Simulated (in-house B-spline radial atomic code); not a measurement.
Radial electron density of V, [Ne] 3s2 3p5 3d3 4s2 4f1. Level of theory: scalar-relativistic (X2C) PBE, spherical fractional occupations, Fermi nucleus of rms radius 3.6002 fm, inside a hard spherical wall at 2.15 bohr; calculated with a B-spline radial code for spherical atoms.

Columns: r (bohr), 4πr²n(r) (electrons per bohr), bar.

```
 0.00236   0.6451 #
 0.00278   0.8639 #
 0.00329    1.163 ##
 0.00388    1.549 ##
 0.00458    2.059 ###
 0.00541    2.725 ####
 0.00639    3.582 #####
 0.00755    4.677 #######
 0.00891     6.04 #########
  0.0105    7.702 ###########
  0.0124    9.729 ##############
  0.0147    12.16 ##################
  0.0173     14.8 ######################
  0.0205    17.78 ##########################
  0.0242    20.75 ##############################
  0.0285    23.48 ##################################
  0.0337    25.78 ######################################
  0.0398    27.22 ########################################
   0.047    27.54 ########################################
  0.0555    26.69 #######################################
  0.0655    24.87 ####################################
  0.0774    22.65 #################################
  0.0914    20.93 ###############################
   0.108    20.55 ##############################
   0.127    21.95 ################################
    0.15     24.9 #####################################
   0.178    28.24 #########################################
    0.21       30 ############################################
   0.248    28.86 ##########################################
   0.292    24.65 ####################################
   0.345    18.57 ###########################
   0.408    13.06 ###################
   0.482    10.24 ###############
   0.569    10.39 ###############
   0.671    11.94 ##################
   0.793    12.76 ###################
   0.936    11.91 #################
    1.11    10.23 ###############
    1.31     8.93 #############
    1.54    7.168 ###########
    1.82    3.108 #####
    2.13  0.01356
```

On this grid the curve has 3 maxima, near 0.047, 0.21, 0.793 bohr.

The 3p radial function P(r) = rR(r), positive near the nucleus:

| r (bohr) | P |
| --- | --- |
| 0.00278 | 0.001192 |
| 0.00388 | 0.002223 |
| 0.00541 | 0.004138 |
| 0.00755 | 0.007694 |
| 0.0105 | 0.01413 |
| 0.0147 | 0.02599 |
| 0.0205 | 0.0467 |
| 0.0285 | 0.08156 |
| 0.0398 | 0.1387 |
| 0.0555 | 0.2244 |
| 0.0774 | 0.339 |
| 0.108 | 0.4643 |
| 0.15 | 0.5477 |
| 0.21 | 0.502 |
| 0.292 | 0.241 |
| 0.408 | -0.2424 |
| 0.569 | -0.7737 |
| 0.793 | -1.075 |
| 1.11 | -0.9756 |
| 1.54 | -0.5786 |
| 2.13 | -0.01837 |
